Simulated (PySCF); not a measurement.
C₂H₃Cl₂FSi. Atoms are numbered in the order given.

```xyz
9

F      0.4350     2.1147    -1.0460
C      0.5364     0.9641    -0.3419
C      1.6582     0.2471    -0.4898
Cl     1.9017    -1.2584     0.3304
Si    -0.9554     0.5486     0.7410
Cl    -2.1328    -0.8801    -0.1992
H      2.4755     0.5655    -1.1419
H     -0.5128     0.0131     2.0490
H     -1.7416     1.7966     0.8920
```
Charge 0, spin multiplicity 1.

The structure is a stationary point at B3LYP-D3(BJ)/def2-SVP. The structure was generated by enumeration; whether it is a known compound was not checked. Other conformers were not sampled.

Level of theory: PBE0/pcSseg-1 (PySCF).

GIAO shieldings, no solvent; atoms listed in one row are averaged. δ = σ(ref) − σ: ¹⁹F against CFCl3 (σ = 167.2 ppm); ¹³C against TMS (σ = 186.3 ppm); ³⁵Cl against HCl (σ = 945.9 ppm); ²⁹Si against TMS (σ = 352.7 ppm); ¹H against TMS (σ = 31.56 ppm), references at their B3LYP-D3(BJ)/def2-TZVP geometries, non-relativistic (without spin–orbit terms, shifts of atoms bonded to Cl or Br come out too high).

```
nucleus  atoms  count  δ (ppm)
-------  -----  -----  -------
¹⁹F         F1      1   -116.0
¹³C         C2      1    177.1
¹³C         C3      1    139.3
³⁵Cl       Cl4      1    161.3
³⁵Cl       Cl6      1    -43.6
²⁹Si       Si5      1    -23.3
¹H          H7      1     7.15
¹H          H8      1     5.72
¹H          H9      1     5.36
```
